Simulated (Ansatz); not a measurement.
Relaxation of Si₅O₆ with RKS PBE-D4/def2-SVP.

```sh
$ ansatz run in.yaml --threads 4 --pin off --events-out ev --progress --plain --max-ram 6963MiB
```

```yaml
crystal:
  periodic: [false, false, false]
  atoms:
    - {symbol: Si, position_ang: [-0.709730, 1.895970, -0.440300]}
    - {symbol: Si, position_ang: [2.554180, -1.956510, -0.056000]}
    - {symbol: Si, position_ang: [2.352430, 1.288940, 0.687850]}
    - {symbol: Si, position_ang: [-2.033190, 0.226760, 0.431760]}
    - {symbol: Si, position_ang: [-0.670270, -2.619380, -0.603090]}
    - {symbol: O, position_ang: [0.806660, 1.708350, 0.127070]}
    - {symbol: O, position_ang: [2.567290, -0.324290, 0.341680]}
    - {symbol: O, position_ang: [0.957890, -2.390870, -0.350770]}
    - {symbol: O, position_ang: [-1.460990, -1.210500, -0.081230]}
    - {symbol: O, position_ang: [-3.220800, 0.407400, 1.359610]}
    - {symbol: O, position_ang: [-1.143470, 2.974130, -1.416590]}
basis:
  gaussian: {orbitals: def2-SVP}
hamiltonian: {xc: pbe, dispersion: d4}
scf: {lower_state_search: "off"}
output: {orbitals: {seedname: orbitals}}
relax: {f_tol: 0.03, max_steps: 70}
```

Hardware: 4 threads of Arm Neoverse V2 on a shared host. Wall time 48 s.

Positions (Å) and forces (eV/Å) at steps 1, 2, 3, 4, 5, 6, 7, 8, 10, 11, 12, 13, 14, 15, 16, 17, 18, 19, 20, 21, 22, 23 of 23:

```xyz
11
step=1 energy=-51623.1435 eV
Si   -0.710    1.896   -0.440    0.084   -0.633    0.472
Si    2.554   -1.957   -0.056    0.888   -0.664   -0.066
Si    2.352    1.289    0.688    0.428    0.916    0.466
Si   -2.033    0.227    0.432    0.649    0.069   -0.447
Si   -0.670   -2.619   -0.603   -0.817   -0.691   -0.390
O     0.807    1.708    0.127    0.550   -0.501    0.239
O     2.567   -0.324    0.342   -0.511   -0.132   -0.200
O     0.958   -2.391   -0.351    0.004    0.549    0.221
O    -1.461   -1.210   -0.081    0.652   -0.415   -0.234
O    -3.221    0.407    1.360   -1.308    0.340    1.033
O    -1.143    2.974   -1.417   -0.618    1.161   -1.093
11
step=2 energy=-51623.2833 eV
Si   -0.698    1.885   -0.495    0.012   -0.253    0.280
Si    2.558   -1.936   -0.110    0.513   -0.323   -0.072
Si    2.324    1.294    0.788    0.181    0.415    0.261
Si   -2.022    0.221    0.461    0.239    0.071   -0.243
Si   -0.687   -2.637   -0.624   -0.429   -0.401   -0.220
O     0.803    1.700    0.145    0.288   -0.296    0.119
O     2.538   -0.312    0.357   -0.343   -0.080   -0.128
O     0.947   -2.370   -0.376   -0.010    0.380    0.174
O    -1.454   -1.222   -0.075    0.395   -0.183   -0.129
O    -3.194    0.415    1.431   -0.550    0.195    0.493
O    -1.114    2.963   -1.504   -0.296    0.475   -0.535
11
step=3 energy=-51623.3333 eV
Si   -0.696    1.893   -0.525    0.073    0.243   -0.486
Si    2.572   -1.894   -0.229   -0.074    0.225    0.031
Si    2.262    1.280    0.956   -0.128   -0.294   -0.198
Si   -2.024    0.224    0.470   -0.237    0.024    0.399
Si   -0.706   -2.660   -0.631    0.075   -0.030   -0.001
O     0.783    1.688    0.200   -0.070    0.027    0.048
O     2.488   -0.297    0.370   -0.059    0.007    0.030
O     0.937   -2.330   -0.415   -0.018    0.094    0.070
O    -1.444   -1.228   -0.072    0.046    0.133   -0.062
O    -3.125    0.438    1.550    0.294   -0.026   -0.341
O    -1.048    2.887   -1.675    0.097   -0.404    0.510
11
step=4 energy=-51623.3499 eV
Si   -0.650    1.833   -0.560   -0.195   -0.390    0.449
Si    2.575   -1.802   -0.406   -0.179    0.081   -0.009
Si    2.190    1.205    1.075    0.041   -0.036    0.027
Si   -2.011    0.240    0.473    0.227    0.109   -0.186
Si   -0.694   -2.674   -0.537    0.035    0.007    0.033
O     0.776    1.657    0.244    0.113    0.176   -0.011
O     2.462   -0.295    0.367    0.153   -0.122    0.011
O     0.942   -2.278   -0.431    0.075   -0.060   -0.001
O    -1.420   -1.210   -0.044   -0.013   -0.152   -0.034
O    -3.122    0.522    1.503   -0.243   -0.022    0.208
O    -1.048    2.801   -1.684   -0.013    0.409   -0.488
11
step=5 energy=-51623.3534 eV
Si   -0.661    1.866   -0.505   -0.034   -0.172   -0.158
Si    2.570   -1.792   -0.449   -0.126    0.073   -0.020
Si    2.215    1.204    1.067   -0.002   -0.035   -0.021
Si   -1.998    0.243    0.523   -0.416    0.140    0.005
Si   -0.698   -2.671   -0.518    0.051    0.024    0.032
O     0.782    1.672    0.273    0.075    0.162    0.049
O     2.477   -0.292    0.341    0.083   -0.061    0.021
O     0.940   -2.277   -0.444    0.037   -0.047    0.008
O    -1.417   -1.208   -0.012    0.051   -0.010    0.016
O    -3.214    0.498    1.454    0.235   -0.080   -0.063
O    -0.995    2.755   -1.730    0.046    0.005    0.131
11
step=6 energy=-51623.3883 eV
Si   -0.638    1.843   -0.528    0.016   -0.024   -0.056
Si    2.537   -1.700   -0.623   -0.119    0.098    0.030
Si    2.175    1.153    1.138   -0.002   -0.030   -0.038
Si   -2.035    0.250    0.464   -0.103   -0.050    0.057
Si   -0.679   -2.718   -0.344    0.036    0.057    0.047
O     0.776    1.678    0.312    0.019    0.023    0.044
O     2.488   -0.291    0.328    0.011   -0.072   -0.018
O     0.948   -2.280   -0.448    0.008    0.004    0.005
O    -1.413   -1.214    0.009    0.064   -0.008   -0.052
O    -3.227    0.503    1.420    0.060    0.007   -0.048
O    -0.931    2.776   -1.728    0.011   -0.005    0.029
11
step=7 energy=-51623.4084 eV
Si   -0.616    1.832   -0.524   -0.014   -0.025    0.082
Si    2.473   -1.608   -0.784   -0.084    0.052    0.042
Si    2.182    1.121    1.156    0.002   -0.013   -0.003
Si   -2.058    0.244    0.428    0.056   -0.051   -0.044
Si   -0.644   -2.746   -0.149    0.034    0.101    0.030
O     0.761    1.668    0.381    0.030   -0.038    0.005
O     2.487   -0.299    0.300   -0.010    0.003   -0.038
O     0.950   -2.283   -0.452   -0.020   -0.029   -0.009
O    -1.391   -1.215    0.024    0.047   -0.032   -0.035
O    -3.286    0.496    1.333   -0.038    0.034    0.009
O    -0.857    2.791   -1.713   -0.004   -0.002   -0.037
11
step=8 energy=-51623.4038 eV rejected
Si   -0.595    1.825   -0.493    0.081   -0.067    0.076
Si    2.408   -1.513   -0.942   -0.450    0.082    0.461
Si    2.191    1.082    1.190   -0.007   -0.111   -0.109
Si   -2.074    0.241    0.410   -0.036   -0.064    0.011
Si   -0.609   -2.760    0.022    0.389    0.527   -0.146
O     0.762    1.655    0.447   -0.068    0.013   -0.008
O     2.485   -0.295    0.259    0.056   -0.084   -0.205
O     0.948   -2.272   -0.466   -0.064   -0.123   -0.052
O    -1.371   -1.215    0.055    0.034   -0.165    0.026
O    -3.362    0.498    1.233    0.077    0.000   -0.064
O    -0.784    2.755   -1.715   -0.011   -0.008    0.009
11
step=10 energy=-51623.4229 eV
Si   -0.598    1.826   -0.474    0.046   -0.026    0.029
Si    2.400   -1.529   -0.930   -0.103    0.022    0.100
Si    2.212    1.086    1.163    0.018   -0.035   -0.015
Si   -2.081    0.242    0.407   -0.104    0.002    0.030
Si   -0.596   -2.741    0.036    0.085    0.134   -0.021
O     0.761    1.644    0.457   -0.044    0.021   -0.004
O     2.493   -0.291    0.232   -0.001   -0.029   -0.065
O     0.953   -2.291   -0.459   -0.017   -0.020   -0.007
O    -1.358   -1.205    0.063    0.031   -0.050    0.013
O    -3.392    0.495    1.193    0.092   -0.023   -0.061
O    -0.793    2.764   -1.688   -0.003    0.002    0.001
11
step=11 energy=-51623.4257 eV
Si   -0.584    1.817   -0.447   -0.001    0.033   -0.014
Si    2.352   -1.493   -1.012   -0.111   -0.034    0.097
Si    2.233    1.057    1.159   -0.027   -0.040   -0.053
Si   -2.112    0.240    0.371    0.106   -0.029    0.066
Si   -0.553   -2.719    0.173    0.148    0.211   -0.100
O     0.763    1.625    0.499   -0.032    0.005    0.024
O     2.492   -0.296    0.186    0.032    0.043   -0.027
O     0.952   -2.289   -0.467   -0.070   -0.094    0.017
O    -1.327   -1.189    0.091   -0.032   -0.075    0.022
O    -3.454    0.478    1.103   -0.027   -0.008   -0.044
O    -0.761    2.769   -1.656    0.012   -0.012    0.013
11
step=12 energy=-51623.4200 eV rejected
Si   -0.583    1.838   -0.400    0.049   -0.034   -0.024
Si    2.324   -1.490   -1.060   -0.086   -0.054    0.058
Si    2.261    1.040    1.136   -0.034   -0.021   -0.047
Si   -2.101    0.249    0.417   -0.658    0.040    0.029
Si   -0.531   -2.705    0.241    0.216    0.225   -0.149
O     0.775    1.630    0.524    0.057   -0.009    0.055
O     2.494   -0.302    0.141   -0.007    0.099   -0.001
O     0.949   -2.301   -0.477   -0.129   -0.136    0.060
O    -1.290   -1.169    0.143   -0.024   -0.009    0.125
O    -3.547    0.451    0.967    0.636   -0.086   -0.168
O    -0.750    2.758   -1.634   -0.021   -0.015    0.062
11
step=13 energy=-51623.4325 eV
Si   -0.587    1.836   -0.429    0.051    0.041   -0.018
Si    2.340   -1.514   -1.021    0.015   -0.008   -0.006
Si    2.241    1.052    1.137    0.005   -0.013   -0.009
Si   -2.098    0.246    0.380   -0.117   -0.104    0.025
Si   -0.543   -2.714    0.205    0.014    0.036   -0.010
O     0.759    1.630    0.514    0.008   -0.005    0.025
O     2.488   -0.288    0.145   -0.032    0.020   -0.013
O     0.955   -2.316   -0.458   -0.015   -0.017    0.016
O    -1.312   -1.188    0.128    0.044    0.023    0.006
O    -3.487    0.456    1.030    0.042    0.041   -0.026
O    -0.756    2.799   -1.629   -0.015   -0.012    0.010
11
step=14 energy=-51623.4384 eV
Si   -0.586    1.853   -0.407   -0.017    0.004    0.009
Si    2.325   -1.536   -1.051    0.028    0.029    0.002
Si    2.247    1.034    1.117   -0.030   -0.023   -0.033
Si   -2.107    0.249    0.370   -0.065   -0.040    0.034
Si   -0.521   -2.700    0.263    0.025   -0.020    0.011
O     0.752    1.631    0.543    0.042    0.022    0.032
O     2.458   -0.286    0.090   -0.006    0.012   -0.010
O     0.965   -2.356   -0.454   -0.039   -0.045    0.014
O    -1.246   -1.153    0.180   -0.045    0.074   -0.002
O    -3.534    0.435    0.944    0.107   -0.014   -0.056
O    -0.752    2.830   -1.596   -0.001    0.000   -0.001
11
step=15 energy=-51623.4397 eV
Si   -0.585    1.882   -0.367   -0.023   -0.064    0.006
Si    2.294   -1.561   -1.094    0.011    0.041    0.015
Si    2.258    1.011    1.089   -0.083   -0.048   -0.091
Si   -2.106    0.250    0.362   -0.267   -0.086    0.062
Si   -0.490   -2.690    0.351    0.094   -0.026   -0.015
O     0.747    1.641    0.586    0.110    0.033    0.048
O     2.421   -0.276    0.011   -0.022    0.024    0.025
O     0.974   -2.407   -0.442   -0.086   -0.030    0.049
O    -1.182   -1.129    0.243   -0.179    0.237    0.009
O    -3.587    0.409    0.810    0.448   -0.088   -0.124
O    -0.744    2.869   -1.549   -0.004    0.008    0.017
11
step=16 energy=-51623.4420 eV
Si   -0.582    1.882   -0.356   -0.077   -0.094   -0.009
Si    2.280   -1.551   -1.102   -0.025   -0.006    0.015
Si    2.263    1.013    1.084   -0.012   -0.017   -0.001
Si   -2.106    0.245    0.364    0.426    0.046   -0.158
Si   -0.490   -2.687    0.359    0.056    0.047   -0.019
O     0.758    1.648    0.588    0.046    0.067    0.028
O     2.410   -0.285    0.020    0.006    0.020   -0.012
O     0.965   -2.405   -0.444   -0.026   -0.066    0.012
O    -1.171   -1.118    0.247   -0.081   -0.002    0.016
O    -3.578    0.400    0.789   -0.327   -0.017    0.109
O    -0.751    2.857   -1.547    0.012    0.022    0.021
11
step=17 energy=-51623.4446 eV
Si   -0.576    1.915   -0.334   -0.100    0.025   -0.042
Si    2.274   -1.608   -1.088   -0.041    0.005    0.049
Si    2.298    1.015    1.041   -0.005   -0.057   -0.052
Si   -2.098    0.224    0.316    0.239    0.084   -0.084
Si   -0.470   -2.700    0.446    0.027    0.086   -0.046
O     0.818    1.697    0.539   -0.097    0.000   -0.008
O     2.400   -0.299   -0.012   -0.030   -0.014   -0.003
O     0.975   -2.461   -0.392   -0.013    0.019    0.023
O    -1.191   -1.157    0.218    0.022   -0.012    0.029
O    -3.589    0.388    0.691   -0.040   -0.013    0.015
O    -0.840    2.987   -1.424    0.039   -0.124    0.118
11
step=18 energy=-51623.4564 eV
Si   -0.584    1.956   -0.308   -0.021    0.030   -0.041
Si    2.247   -1.654   -1.089   -0.045    0.006    0.029
Si    2.275    0.996    1.009    0.020    0.004    0.040
Si   -2.058    0.235    0.298    0.117    0.039   -0.027
Si   -0.458   -2.682    0.486   -0.042    0.055    0.005
O     0.806    1.742    0.572   -0.036    0.014   -0.018
O     2.295   -0.313   -0.051   -0.014   -0.023   -0.044
O     0.983   -2.547   -0.375    0.048    0.000   -0.020
O    -1.082   -1.099    0.224    0.011   -0.073    0.017
O    -3.566    0.337    0.624   -0.065   -0.028    0.019
O    -0.858    3.029   -1.390    0.026   -0.023    0.040
11
step=19 energy=-51623.4567 eV
Si   -0.585    1.970   -0.314   -0.002    0.030   -0.025
Si    2.203   -1.646   -1.123    0.066    0.018   -0.035
Si    2.235    0.946    1.037    0.060    0.065    0.068
Si   -2.046    0.237    0.289    0.128    0.047   -0.038
Si   -0.442   -2.666    0.524   -0.045    0.005    0.021
O     0.805    1.744    0.564   -0.037   -0.023   -0.020
O     2.299   -0.311   -0.079   -0.086   -0.051   -0.048
O     0.994   -2.563   -0.351   -0.017    0.006    0.012
O    -1.044   -1.080    0.238    0.011   -0.061    0.015
O    -3.559    0.313    0.594   -0.094   -0.026    0.025
O    -0.860    3.057   -1.381    0.015   -0.011    0.026
11
step=20 energy=-51623.4536 eV rejected
Si   -0.587    2.023   -0.311    0.043    0.076   -0.029
Si    2.169   -1.696   -1.117   -0.077    0.058    0.114
Si    2.214    0.946    1.000   -0.095   -0.047   -0.111
Si   -1.981    0.229    0.258   -0.205   -0.077   -0.019
Si   -0.425   -2.678    0.589    0.071    0.186   -0.131
O     0.790    1.795    0.586    0.110    0.003    0.020
O     2.154   -0.318   -0.119    0.060   -0.018    0.004
O     0.995   -2.656   -0.327    0.008   -0.014    0.028
O    -0.948   -1.067    0.241   -0.099   -0.051    0.079
O    -3.510    0.260    0.523    0.182   -0.024   -0.016
O    -0.871    3.162   -1.323    0.003   -0.092    0.062
11
step=21 energy=-51623.4593 eV
Si   -0.582    1.994   -0.301    0.019   -0.006   -0.032
Si    2.193   -1.677   -1.116   -0.017    0.034    0.043
Si    2.243    0.955    1.009   -0.035   -0.034   -0.069
Si   -2.029    0.232    0.251   -0.028   -0.023    0.112
Si   -0.435   -2.665    0.561    0.012    0.043   -0.031
O     0.807    1.769    0.577    0.009   -0.014    0.028
O     2.231   -0.312   -0.106    0.001    0.004    0.018
O     0.996   -2.605   -0.331   -0.007    0.003    0.007
O    -1.015   -1.077    0.231   -0.012   -0.036   -0.012
O    -3.544    0.281    0.565    0.064    0.001   -0.054
O    -0.865    3.104   -1.341   -0.006    0.028   -0.011
11
step=22 energy=-51623.4561 eV rejected
Si   -0.583    2.009   -0.295    0.008   -0.002    0.047
Si    2.200   -1.699   -1.100   -0.047    0.050    0.056
Si    2.256    0.976    0.977   -0.071   -0.088   -0.098
Si   -2.005    0.236    0.289   -0.317   -0.063   -0.102
Si   -0.444   -2.683    0.553    0.022    0.058   -0.027
O     0.807    1.788    0.582    0.091   -0.002    0.016
O     2.196   -0.314   -0.114    0.028    0.028    0.042
O     0.992   -2.630   -0.334    0.001    0.027    0.007
O    -1.000   -1.080    0.258    0.020   -0.007    0.048
O    -3.542    0.269    0.507    0.277    0.016    0.013
O    -0.876    3.128   -1.323   -0.011   -0.016   -0.004
11
step=23 energy=-51623.4611 eV
Si   -0.580    1.996   -0.299   -0.001   -0.002   -0.010
Si    2.188   -1.677   -1.118   -0.010   -0.003    0.005
Si    2.246    0.958    0.998   -0.005    0.002   -0.005
Si   -2.021    0.230    0.264   -0.006   -0.001    0.006
Si   -0.432   -2.671    0.565    0.013   -0.001   -0.008
O     0.808    1.774    0.582    0.007    0.002    0.007
O     2.220   -0.311   -0.111    0.000    0.001    0.001
O     0.997   -2.608   -0.330   -0.009    0.004    0.003
O    -1.015   -1.085    0.247   -0.007    0.005    0.002
O    -3.544    0.284    0.535    0.018   -0.003   -0.008
O    -0.867    3.110   -1.334   -0.001   -0.004    0.006
```

Another isomer (singlet) lies 0.46 eV lower at PBE0-D4/def2-TZVP; other spin states weren't run for this one.
